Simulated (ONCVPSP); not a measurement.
**Logarithmic derivatives: Cs (Z = 55), ONCV**

caesium (Cs), optimised norm-conserving Vanderbilt (ONCV), made with ONCVPSP 4.0.1 (PBE, scalar-relativistic). Core [Kr] 4d10 5s2, reference 5p6 6s1. Waves: 6s: rc 4.00 bohr, ncon 5, nbas 8, qcut 1.4 1/bohr, 2 projectors, debl 0.8 Ha; 5p: rc 3.40 bohr, ncon 4, nbas 7, qcut 4 1/bohr, 2 projectors, debl 1.8 Ha; d scattering state at 0.02 Ha: rc 3.55 bohr, ncon 4, nbas 7, qcut 2.9 1/bohr, 2 projectors, debl 3.4 Ha; f scattering state at 0.32 Ha: rc 3.40 bohr, ncon 5, nbas 8, qcut 3.1 1/bohr, local. Local part: the f channel. Core correction: none.

In the d channel the program set the typed energies aside and used 0.050, 3.450 Ha.

The phase is arctan(r·R′/R) of the radial function R(r), unwrapped; energies in Ha, scanned from -2 to 5 Ha. A pole is an energy at which the radial function vanishes at the test radius. The pseudo phase is shifted by a multiple of π to meet the all-electron one at the reference energy, and phase errors are pseudo minus all-electron; the curves can meet again beyond the range given. Levels narrower than the energy grid can be missing from the lists of poles.

```csv
channel,radius (bohr),reference energy (Ha),"poles, all-electron","poles, pseudo",unbroken range about the reference energy with phases within 0.05 rad,phase error 1 Ha above the reference energy (rad)
s,4.07,-0.08,"-0.97, 0.57, 2.59","0.56, 2.69",-0.9 to 1.1,+0.019
p,3.46,-0.50,"-0.40, 1.59, 4.69","-0.40, 1.62, 4.99",-0.6 to -0.2,+0.408
d,3.61,0.05,"0.34, 2.21","0.49, 2.39, 4.93",0.0 to 0.3,+1.615
f,3.46,0.32,"0.41, 1.52, 3.69","0.44, 3.33",0.3 to 0.4,+1.804
```

Note: ghosts flagged at negative energy: s at -85.1 eV, p at -331.4 eV, d at -242.8 eV; GHOST(+) flagged for s at 22.5 eV. A true bound ghost makes a file unfit for plane-wave use.

Phases in the f channel:

| E (Ha) | all-electron | pseudo |
| --- | --- | --- |
| -1.98 | 1.412 | 1.417 |
| -1.80 | 1.404 | 1.410 |
| -1.62 | 1.395 | 1.402 |
| -1.44 | 1.385 | 1.393 |
| -1.26 | 1.372 | 1.383 |
| -1.08 | 1.356 | 1.370 |
| -0.90 | 1.336 | 1.355 |
| -0.72 | 1.311 | 1.335 |
| -0.54 | 1.275 | 1.309 |
| -0.36 | 1.222 | 1.271 |
| -0.18 | 1.132 | 1.210 |
| 0.00 | 0.929 | 1.075 |
| 0.18 | 0.087 | 0.421 |
| 0.36 | -1.414 | -1.397 |
| 0.54 | -1.980 | -1.695 |
| 0.72 | -3.298 | -1.834 |
| 0.90 | -4.260 | -1.973 |
| 1.08 | -4.502 | -2.187 |
| 1.26 | -4.613 | -2.612 |
| 1.44 | -4.686 | -3.368 |
| 1.62 | -4.746 | -3.970 |
| 1.80 | -4.811 | -4.256 |
| 1.98 | -4.901 | -4.402 |
| 2.16 | -5.090 | -4.489 |
| 2.34 | -5.855 | -4.547 |
| 2.52 | -7.254 | -4.589 |
| 2.70 | -7.577 | -4.623 |
| 2.88 | -7.689 | -4.651 |
| 3.06 | -7.748 | -4.676 |
| 3.24 | -7.788 | -4.700 |
| 3.42 | -7.817 | -4.725 |
| 3.60 | -7.843 | -4.755 |
| 3.78 | -7.866 | -4.795 |
| 3.96 | -7.890 | -4.868 |
| 4.14 | -7.917 | -5.079 |
| 4.32 | -7.951 | -6.711 |
| 4.50 | -8.001 | -7.565 |
| 4.68 | -8.090 | -7.701 |
| 4.86 | -8.325 | -7.757 |
